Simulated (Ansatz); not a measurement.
`N[SiH2][SiH](O)F` + H₂ → `O[SiH](F)[SiH3]` + NH₃  (hydrogenolysis of the Si–N bond)

Program: Ansatz. Geometries: PBE0-D4/def2-TZVP. ΔE: electronic, gas phase. CCSD(T)/CBS adds triple-zeta CCSD(T) − MP2 to the extrapolated MP2 energy (def2 sets, frozen cores). This one scheme is used for every species. DFT in def2-TZVPP. B3LYP here is the variant with VWN-RPA as its local correlation; programs differ in this. One conformer a species, not always the lowest.

`N[SiH2][SiH](O)F`:

Cartesian coordinates in Å:
```
N -0.762 -1.160 -0.955
Si 0.814 -0.636 -0.431
Si 0.301 1.154 1.010
O -1.328 1.301 0.912
F 1.027 2.484 0.490
H -1.348 -1.639 -0.286
H -0.831 -1.619 -1.851
H 1.655 -1.690 0.212
H 1.526 -0.172 -1.651
H 0.647 1.046 2.446
H -1.702 0.931 0.105
```

H₂:

Cartesian coordinates in Å:
```
H 0.253 -0.266 0.067
H -0.253 0.266 -0.067
```

`O[SiH](F)[SiH3]`:

```xyz
9

O    -1.154   -1.445   -0.493
Si   -0.376   -0.041   -0.810
F    -1.437    1.119   -1.127
Si    0.828    0.519    1.115
H    -1.583   -1.909   -1.214
H     0.441   -0.164   -2.047
H     1.503    1.830    0.918
H     1.862   -0.518    1.372
H    -0.083    0.608    2.285
```

NH₃:

Z-matrix (Å, degrees):
```
N
H 1 1.013
H 1 1.013 2 107.1
H 1 1.013 2 107.1 3 -114.5
```

Q: Is it downhill or uphill in electronic energy at CCSD(T)/CBS, and by how much? (Estimate.)

A: Ansatz gave: Uphill: ΔE = +16.3 kJ/mol.

Q: What do these levels give: PBE-D4, r2SCAN-D4, ωB97X-V, ωB97M-V, B3LYP, MP2/def2-TZVPP? (Best estimate.)

A: Ansatz gave: PBE-D4 17.3, r2SCAN-D4 19.8, ωB97X-V 15.6, ωB97M-V 18.4, B3LYP 8.2, MP2/def2-TZVPP 21.2 kJ/mol.

Largest T1 diagnostic among the species: 0.013.

In def2-TZVPP, CCSD(T) changes the Hartree–Fock value by +15.9 kJ/mol (the triples alone add +3.9 kJ/mol) and MP2 by +23.3 kJ/mol. The D4 term adds +9.4 kJ/mol with B3LYP and +5.0 kJ/mol with PBE0; it sums over pairs of atoms, weighted by their polarisabilities, and B3LYP, whose exchange is more repulsive, gets the larger term.
